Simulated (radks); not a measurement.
All-electron calculation, non-relativistic Kohn-Sham, LB94 model potential, spin-unpolarised, spherical densities, point nucleus. Program: a radial shooting solver on a logarithmic mesh with Libxc functionals. Response by self-consistent Sternheimer equations with the Hartree and adiabatic LDA kernel. Rank Ge2+, Ga+, Zn, Rb7+, Kr6+, Sr8+, Se4+, As3+, Br5+ (NIST ground configurations) by static dipole polarisability, largest first.

Answer. Zn 29.96, Ga+ 15.24, Ge2+ 9.392, As3+ 6.387, Se4+ 4.619, Br5+ 3.485, Kr6+ 2.713, Rb7+ 2.163, Sr8+ 1.759 bohr^3.
